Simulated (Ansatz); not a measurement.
Calculated with Ansatz (gas phase, PBE0-D4/def2-TZVP geometries, no zero-point term in ΔE). CCSD(T)/CBS is the MP2 limit (def2-TZVPP, def2-QZVPP) plus CCSD(T) − MP2 in def2-TZVPP, frozen cores. This one scheme is used for every species. Functionals use def2-TZVPP. B3LYP here is the variant with VWN-RPA as its local correlation; programs differ in this. Each species was taken in one conformer, which may not be the lowest.

Reaction (ligand exchange at the Si–O bond): `C[SiH2]BO[SiH3]` + `[NH2][AlH2]` → `[AlH2][NH][SiH3]` + `C[SiH2]BO`

| level | ΔE (kJ/mol) |
| --- | --- |
| B3LYP-D4 | 29.4 |
| ωB97M-V | 25.6 |
| B3LYP | 30.9 |
| SCS-MP2/def2-QZVPP | 29.0 |

(1) What does CCSD(T)/CBS give? (An estimate is asked.)

Largest T1 diagnostic among the species: 0.013.

Answers

(1) Computed: +27.1 kJ/mol. The listed levels differ from it by 2.3, -1.5, 3.8, 1.9 kJ/mol.

In def2-TZVPP, CCSD(T) changes the Hartree–Fock value by −11.4 kJ/mol (the triples alone add −1.6 kJ/mol) and MP2 by −11.6 kJ/mol.
